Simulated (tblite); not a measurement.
Compound: C5H10AlCl2Ga.
SMILES with atom numbers: `[Cl:1][Ga:2]([Cl:3])[C@@H:4]1[CH2:5][CH2:6][CH2:7][CH2:8][AlH:9]1` (hydrogens: H10 on C4; H11, H12 on C5; H13, H14 on C6; H15, H16 on C7; H17, H18 on C8; H19 on Al9)

Computed with GFN2-xTB (tblite), gas phase: L-BFGS steps from a force-field or distance-geometry start until the largest atomic force falls under 0.01 eV/Å.

Geometry at step 1:
```
atom  x, y, z in Å
Cl1     3.2699   -0.8332   -1.9909
Ga2     2.8632    1.0310   -0.7072
Cl3     4.4212    0.8677    1.0461
C4      1.0883    0.8399    0.1253
C5      0.8542   -0.6777    0.0955
C6     -0.4952   -1.0486    0.7123
C7     -1.7292   -0.8590   -0.1698
C8     -2.1963    0.5962   -0.2446
Al9    -0.5570    1.6841   -0.5563
H10     1.2171    1.1773    1.1723
H11     1.6099   -1.1360    0.7311
H12     0.9603   -1.0983   -0.9149
H13    -0.6039   -0.5331    1.6855
H14    -0.4301   -2.1140    0.9266
H15    -1.5862   -1.2574   -1.1897
H16    -2.5280   -1.4290    0.3001
H17    -2.6568    0.9051    0.7174
H18    -2.9181    0.6438   -1.0666
H19    -0.5932    3.2505   -0.6796
```

**Question.** Give the atomic forces at this geometry.

**Answer.** 
| atom | Fx (eV/Å) | Fy (eV/Å) | Fz (eV/Å) |
| --- | --- | --- | --- |
| Cl1 | 0.069 | 1.141 | 0.239 |
| Ga2 | 2.283 | -1.594 | 0.467 |
| Cl3 | -0.712 | 0.335 | -1.115 |
| C4 | -1.430 | 0.126 | 0.037 |
| C5 | 0.097 | 0.099 | 0.318 |
| C6 | 0.017 | -0.413 | 0.110 |
| C7 | -0.148 | -0.045 | 0.244 |
| C8 | 0.424 | 0.252 | -0.376 |
| Al9 | -0.577 | 1.023 | 0.509 |
| H10 | 0.211 | -0.043 | -0.176 |
| H11 | 0.332 | -0.319 | -0.018 |
| H12 | -0.231 | 0.138 | 0.224 |
| H13 | -0.131 | -0.047 | -0.464 |
| H14 | -0.006 | -0.216 | 0.161 |
| H15 | 0.227 | 0.078 | 0.438 |
| H16 | -0.175 | -0.333 | -0.050 |
| H17 | -0.037 | -0.159 | -0.576 |
| H18 | -0.382 | 0.269 | 0.296 |
| H19 | 0.169 | -0.293 | -0.268 |

The largest, 2.82 eV/Å, acts on Ga2; the rms over all components is 0.556 eV/Å. The forces sum to zero within rounding, as they must for an isolated molecule in no field.

**Question.** Give the force on Ga2 in Eh/bohr and in nN.

**Answer.** 2.823 eV/Å ÷ 51.422 = 0.05490 Eh/bohr, and 2.823 eV/Å × 1.602 = 4.52 nN.

**Question.** How far is this geometry from the end of the optimisation?

**Answer.** 1.265 eV above it, and 0.694 Å rms away after alignment. The bonds farthest from their final lengths, with half the difference of the two atoms' forces along the bond (positive lengthens):

```
   bond  now (Å)  final (Å)  force along bond (eV/Å)
Ga2–Cl3    2.351      2.108                    -1.65
Cl1–Ga2    2.300      2.115                    -1.24
 Ga2–C4    1.970      2.072                    +1.50
 C4–Al9    1.971      1.993                    -0.25
Al9–H19    1.572      1.554                    -0.63
  C7–C8    1.530      1.545                    +0.07
```

The angle farthest from its final value is Ga2–C4–Al9, 124.4° against 100.7°.

Of the 6 listed bonds off by 0.010 Å or more, this force points towards the final length in 5.

The cost below is that of the whole relaxation. Time: 3.0 s. Hardware: one thread of an Arm Neoverse N1, shared host with 64 logical CPUs at a one-minute load of 57.
